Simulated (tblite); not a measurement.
Species: C7H10Si.
Atom-mapped SMILES: `[CH2:1]=[CH:2][CH2:3][C:4]1=[CH:5][CH:6]=[CH:7][SiH2:8]1` (hydrogens: H9, H10 on C1; H11 on C2; H12, H13 on C3; H14 on C5; H15 on C6; H16 on C7; H17, H18 on Si8)

Computed with GFN2-xTB (tblite), gas phase: Langevin dynamics at 300 K from the optimised GFN2-xTB geometry, time step 0.5 fs, friction 0.01 fs⁻¹, 2000 steps.

Start geometry:
```
atom  x, y, z in Å
C1      2.806    0.449   -1.101
C2      1.991    0.623   -0.079
C3      1.260   -0.480    0.626
C4     -0.212   -0.303    0.428
C5     -1.062    0.120    1.375
C6     -2.453    0.270    0.976
C7     -2.741   -0.019   -0.300
Si8    -1.167   -0.547   -1.191
H9      3.303    1.274   -1.583
H10     3.021   -0.532   -1.495
H11     1.784    1.617    0.296
H12     1.500   -0.446    1.694
H13     1.577   -1.445    0.225
H14    -0.769    0.343    2.393
H15    -3.182    0.600    1.704
H16    -3.740    0.056   -0.696
H17    -1.179   -1.941   -1.637
H18    -0.746    0.367   -2.252
```

The statistics below take the 31 frames saved every 25 fs from 250 to 1000 fs; their kinetic temperature (all 3N coordinates) averages 312 K.

**Question.** How do the bond lengths spread?

**Answer.** 
```json
{"bond": "C1=C2", "start (Å)": "1.319", "mean (Å)": "1.319", "standard deviation (Å)": "0.015", "shortest (Å)": "1.289", "longest (Å)": "1.356"}
{"bond": "C2–C3", "start (Å)": "1.499", "mean (Å)": "1.511", "standard deviation (Å)": "0.031", "shortest (Å)": "1.428", "longest (Å)": "1.572"}
{"bond": "C3–C4", "start (Å)": "1.496", "mean (Å)": "1.514", "standard deviation (Å)": "0.031", "shortest (Å)": "1.463", "longest (Å)": "1.581"}
{"bond": "C4=C5", "start (Å)": "1.341", "mean (Å)": "1.343", "standard deviation (Å)": "0.025", "shortest (Å)": "1.302", "longest (Å)": "1.396"}
{"bond": "C5–C6", "start (Å)": "1.455", "mean (Å)": "1.460", "standard deviation (Å)": "0.020", "shortest (Å)": "1.404", "longest (Å)": "1.503"}
{"bond": "C6=C7", "start (Å)": "1.339", "mean (Å)": "1.339", "standard deviation (Å)": "0.017", "shortest (Å)": "1.309", "longest (Å)": "1.371"}
{"bond": "C7–Si8", "start (Å)": "1.884", "mean (Å)": "1.889", "standard deviation (Å)": "0.040", "shortest (Å)": "1.810", "longest (Å)": "1.977"}
{"bond": "C4–Si8", "start (Å)": "1.895", "mean (Å)": "1.892", "standard deviation (Å)": "0.037", "shortest (Å)": "1.817", "longest (Å)": "1.962"}
{"bond": "C1–H9", "start (Å)": "1.077", "mean (Å)": "1.082", "standard deviation (Å)": "0.034", "shortest (Å)": "1.027", "longest (Å)": "1.157"}
{"bond": "C1–H10", "start (Å)": "1.078", "mean (Å)": "1.081", "standard deviation (Å)": "0.027", "shortest (Å)": "1.025", "longest (Å)": "1.125"}
{"bond": "C2–H11", "start (Å)": "1.082", "mean (Å)": "1.090", "standard deviation (Å)": "0.024", "shortest (Å)": "1.044", "longest (Å)": "1.135"}
{"bond": "C3–H12", "start (Å)": "1.095", "mean (Å)": "1.095", "standard deviation (Å)": "0.022", "shortest (Å)": "1.042", "longest (Å)": "1.139"}
{"bond": "C3–H13", "start (Å)": "1.092", "mean (Å)": "1.095", "standard deviation (Å)": "0.034", "shortest (Å)": "1.017", "longest (Å)": "1.182"}
{"bond": "C5–H14", "start (Å)": "1.083", "mean (Å)": "1.089", "standard deviation (Å)": "0.029", "shortest (Å)": "1.017", "longest (Å)": "1.142"}
{"bond": "C6–H15", "start (Å)": "1.082", "mean (Å)": "1.086", "standard deviation (Å)": "0.030", "shortest (Å)": "1.014", "longest (Å)": "1.144"}
{"bond": "C7–H16", "start (Å)": "1.077", "mean (Å)": "1.081", "standard deviation (Å)": "0.027", "shortest (Å)": "1.042", "longest (Å)": "1.127"}
{"bond": "Si8–H17", "start (Å)": "1.464", "mean (Å)": "1.476", "standard deviation (Å)": "0.053", "shortest (Å)": "1.369", "longest (Å)": "1.597"}
{"bond": "Si8–H18", "start (Å)": "1.463", "mean (Å)": "1.477", "standard deviation (Å)": "0.044", "shortest (Å)": "1.384", "longest (Å)": "1.550"}
```

**Question.** Give the same statistics for bond angles, one of each kind among heavy atoms.

**Answer.** 
| angle | start (°) | mean (°) | standard deviation (°) | smallest (°) | largest (°) |
| --- | --- | --- | --- | --- | --- |
| C1–C2–C3 | 124.7 | 124.9 | 5.3 | 114.5 | 134.9 |
| C2–C3–C4 | 109.3 | 110.1 | 3.9 | 100.9 | 117.8 |
| C3–C4–C5 | 124.6 | 123.0 | 3.1 | 115.1 | 128.0 |
| C3–C4–Si8 | 126.4 | 127.3 | 3.4 | 120.2 | 133.5 |
| C5–C4–Si8 | 108.9 | 109.0 | 2.7 | 103.8 | 113.6 |
| C4–C5–C6 | 116.4 | 115.7 | 1.9 | 111.9 | 118.8 |
| C5–C6–C7 | 116.4 | 116.5 | 2.1 | 112.6 | 121.4 |
| C6–C7–Si8 | 109.3 | 108.8 | 2.5 | 104.2 | 114.6 |
| C4–Si8–C7 | 88.9 | 88.9 | 2.6 | 83.7 | 94.3 |

**Question.** Follow the torsions C1–C2–C3–C4 and C2–C3–C4–C5 through every second one of these frames.

**Answer.** 
| t (fs) | C1–C2–C3–C4 (°) | C2–C3–C4–C5 (°) |
| --- | --- | --- |
| 250 | -132 | -96 |
| 300 | -124 | -88 |
| 350 | -116 | -83 |
| 400 | -106 | -88 |
| 450 | -120 | -68 |
| 500 | -117 | -73 |
| 550 | -116 | -66 |
| 600 | -115 | -56 |
| 650 | -108 | -80 |
| 700 | -125 | -74 |
| 750 | -127 | -100 |
| 800 | -126 | -94 |
| 850 | -132 | -109 |
| 900 | -120 | -78 |
| 950 | -96 | -91 |
| 1000 | -112 | -83 |

Largest departure from the start value over all these frames: C1–C2–C3–C4 20° (start -115°), C2–C3–C4–C5 51° (start -107°).

**Question.** How widely does the potential energy scatter, against a harmonic estimate?

**Answer.** Mean 0.65 eV above the start, standard deviation 0.124 eV, range 0.38 to 0.88 eV. For 48 classical harmonic modes at 300 K the canonical values are 48kT/2 = 0.62 eV and kT·√(48/2) = 0.127 eV.

The run is classical and short, so these are rough statistics of one trajectory.

What follows is the cost of the whole dynamics run. On one thread, Arm Neoverse V1 (aarch64), no GPU, shared host with 64 logical CPUs at a one-minute load of 38, this took 16 s and 0.18 GiB of memory at its peak.
